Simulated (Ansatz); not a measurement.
`CC(C)(C)C(C#N)C#N`, charge 0, multiplicity 1.

Give a relaxed structure at PBE0-D4/def2-TZVP (Ansatz 0.2.0). (Best estimate.)

Computed: 
Cartesian coordinates in Å:
```
C 1.427 -0.819 -0.419
C 0.167 -0.207 0.182
C 0.524 0.955 1.099
C -0.616 -1.269 0.945
C -0.730 0.300 -0.994
C -0.040 1.283 -1.828
N 0.533 2.037 -2.477
C -1.998 0.852 -0.520
N -2.994 1.260 -0.121
H 2.006 -0.082 -0.980
H 1.187 -1.650 -1.088
H 2.061 -1.207 0.380
H -0.370 1.410 1.533
H 1.150 0.597 1.919
H 1.079 1.729 0.564
H -0.888 -2.107 0.298
H -1.530 -0.861 1.382
H -0.001 -1.662 1.758
H -0.967 -0.559 -1.633
```
Point group Cs.
This is one stationary point; other conformers may exist.
